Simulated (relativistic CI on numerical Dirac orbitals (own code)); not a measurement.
Method of calculation: Dirac-Coulomb-Breit CI, separate exchange-only KLI orbitals for each configuration, QED by a radiative potential, unscaled Slater integrals (own radial code, finite nucleus).

CI space (outside the closed core [Ne]): 3s²3p⁶3d⁵, 3s²3p⁵3d⁶, 3s²3p⁴3d⁷, 3s3p⁶3d⁶, 3p⁶3d⁷, 3s3p⁵3d⁷, 3s²3p⁶3d⁴4s, 3s²3p⁶3d⁴4p, 3s²3p⁴3d⁶4s, 3s²3p⁶3d⁴4d, 3s²3p⁴3d⁶4p, 3s²3p⁵3d⁵4s, 3s²3p⁶3d⁴4f, 3s3p⁵3d⁶4s, 3s²3p⁵3d⁵4p, 3s3p⁵3d⁶4p, 3s²3p⁶3d³4s², 3s3p⁶3d⁵4s, 3s²3p⁶3d³4s4p, 3p⁶3d⁶4p. Levels of other configurations are missing.

At this charge energies of transitions that change n are usually good to better than 1 %, and those within a shell (Δn = 0) to a few per cent.

Outline of the computed level scheme of Bi LXI. Lowest level of each configuration: 3s²3p⁶3d⁵ ²D5/2 at 0.000 eV; 3s²3p⁵3d⁶ ⁴G°11/2 at 478.214 eV.

Some strong electric-dipole decays among the lowest 45 levels: 3s²3p⁵3d⁶ ²D°5/2 → 3s²3p⁶3d⁵ ²D5/2 (2.9e+12 s⁻¹); 3s²3p⁵3d⁶ ⁴D°7/2 → 3s²3p⁶3d⁵ ²D5/2 (9.0e+11 s⁻¹); 3s²3p⁵3d⁶ ⁴D°7/2 → 3s²3p⁶3d⁵ ²D5/2 (2.1e+11 s⁻¹); 3s²3p⁵3d⁶ ²P°1/2 → 3s²3p⁶3d⁵ ⁴D3/2 (2.1e+10 s⁻¹); 3s²3p⁵3d⁶ ⁴G°11/2 → 3s²3p⁶3d⁵ ²H11/2 (1.7e+10 s⁻¹); 3s²3p⁵3d⁶ ⁴D°7/2 → 3s²3p⁶3d⁵ ²G9/2 (1.5e+10 s⁻¹); 3s²3p⁵3d⁶ ²P°3/2 → 3s²3p⁶3d⁵ ²D5/2 (1.5e+10 s⁻¹); 3s²3p⁵3d⁶ ⁴F°9/2 → 3s²3p⁶3d⁵ ⁴G7/2 (1.4e+10 s⁻¹).

LS names give the leading component of a level, which can be under half, so a name can repeat, a term be missing and a line seem to break the LS rules.
